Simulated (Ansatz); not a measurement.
Compare A (`CN[CH2][AlH][NH2]`) with its isomer B (`C[CH2][Al]([NH2])[NH2]`).

Computed with Ansatz on PBE0-D4/def2-TZVP structures; ΔE is electronic, products minus reactants. CCSD(T)/CBS adds triple-zeta CCSD(T) − MP2 to the extrapolated MP2 energy (def2 sets, frozen cores). DFT in def2-TZVPP. B3LYP here is the variant with VWN-RPA as its local correlation; programs differ in this. Each species was taken in one conformer, which may not be the lowest.

A:

Z-matrix (Å, degrees):
```
C
N 1 1.444
H 1 1.096 2 109.7
H 1 1.104 2 113.9 3 120.3
H 1 1.092 2 110.1 3 -117.9
C 2 1.459 1 112.7 3 -65.7
H 2 1.013 1 109.0 3 171.6
Al 6 1.973 2 111.5 1 72.9
H 6 1.099 2 108.5 1 -171.3
H 6 1.106 2 113.2 1 -54.7
N 8 1.767 6 117.2 2 18.6
H 8 1.589 6 124.1 2 -163.3
H 11 1.008 8 122.5 6 0.7
H 11 1.006 8 126.6 6 177.9
```

B:

```xyz
14

C     1.2373   -1.3997   -0.8995
C    -0.2223   -1.0796   -0.5725
Al   -0.5069    0.6042    0.3861
N     0.8796    1.6280    0.8062
N    -2.1349    1.1359    0.8478
H     1.6896   -0.6257   -1.5266
H     1.3455   -2.3487   -1.4340
H     1.8474   -1.4709    0.0057
H    -0.8157   -1.0571   -1.4953
H    -0.6594   -1.8933    0.0199
H     0.8459    2.5074    1.2943
H     1.8329    1.3977    0.5799
H    -2.3640    1.9840    1.3389
H    -2.9747    0.6180    0.6491
```

Problem. Which is lower in electronic energy at CCSD(T)/CBS, and by how much? (Best estimate.)

Solution. Computed: B, by 47.5 kcal/mol.

Problem. Give E(B) − E(A) in kcal/mol with CCSD(T)/def2-TZVPP, PBE-D4, MP2/def2-TZVPP, PBE0-D4, CCSD/def2-TZVPP, HF/def2-TZVPP, B3LYP. (Estimate.)

Solution. Ansatz gave: CCSD(T)/def2-TZVPP -46.5, PBE-D4 -43.6, MP2/def2-TZVPP -48.3, PBE0-D4 -44.9, CCSD/def2-TZVPP -46.8, HF/def2-TZVPP -46.7, B3LYP -46.1. None reverses the order clearly.

Largest T1 diagnostic: 0.010.

From PBE to PBE0 (25 % exact exchange), in def2-TZVPP and without D4, E(B) − E(A) moves by −1.2 kcal/mol.
